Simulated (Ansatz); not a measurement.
A structure relaxed at PBE-D4/def2-SVPD in Ansatz, charge -1, doublet:

Cartesian coordinates in Å:
```
Re -0.845 -0.219 0.589
Re 0.894 1.110 -0.804
O 0.568 0.996 1.120
O 2.253 0.229 -1.421
O -0.525 -3.235 0.847
O -2.397 0.532 0.504
O 0.303 2.538 -1.589
O -0.250 -1.951 0.755
```

(1) Give its formula.

(2) Summarise the bond lengths by kind (pairs closer than 1.2 times the sum of covalent radii, bridged metal pairs left out).

## Answers

(1) Re2O6⁻.

(2) 6 × O–Re 1.73 to 1.96 Å; 1 × O–O 1.32 Å.

In the def2 sets Re takes a core potential; there is no spin–orbit coupling. The structure holds one bond between oxygen atoms, so isomers without such links may lie far lower. The relaxation made no stability test and no search for a lower SCF solution. No other spin state of charge -1 was run. Another isomer (doublet) lies 1.47 eV lower at PBE0-D4/def2-TZVPD; other spin states weren't run for this one.
